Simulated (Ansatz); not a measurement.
Stepwise reaction of `[F][SnH]([Cl])[Cl]` with methanol, as a gas-phase model of exchange steps in deposition or etching. ΔE in kJ/mol.

Gas-phase electronic energies from Ansatz, PBE0-D4/def2-TZVP geometries. CCSD(T)/CBS is the MP2 limit (def2-TZVPP, def2-QZVPP) plus CCSD(T) − MP2 in def2-TZVPP, frozen cores. This one scheme is used for every species. DFT in def2-TZVPP. B3LYP here is the variant with VWN-RPA as its local correlation; programs differ in this. Elements past krypton have def2 core potentials. For Sn outer-core shells are correlated without core-valence functions, which leaves a few kJ/mol of doubt a bond. One conformer a species, not always the lowest.

```tsv
step	reaction	PBE-D4	B3LYP-D4	ωB97M-V	CCSD(T)/CBS
2	`C[O][SnH]([F])[Cl]` + CH₃OH → `C[O][SnH]([F])[O]C` + HCl	70.3	69.3	70.7	65.7
```

(1) Give the row of step 1, `[F][SnH]([Cl])[Cl]` + CH₃OH → `C[O][SnH]([F])[Cl]` + HCl. (Best estimate.)

(2) By hand: ΔE of the 2 steps together at CCSD(T)/CBS.

Answers

(1) Computed: 
```json
{"step": "1", "reaction": "`[F][SnH]([Cl])[Cl]` + CH₃OH → `C[O][SnH]([F])[Cl]` + HCl", "PBE-D4": "58.4", "B3LYP-D4": "58.1", "ωB97M-V": "59.8", "CCSD(T)/CBS": "54.7"}
```

(2) (54.7) + (65.7) = 120.4 kJ/mol, or 60.2 kJ/mol a step.

In ΔE each step is higher than the one before. All are uphill at CCSD(T)/CBS. PBE-D4 differs from CCSD(T)/CBS by 3.7 to 4.6 kJ/mol a step. Isolated molecules leave out the surface, adducts and barriers. Largest T1 diagnostic: 0.014.
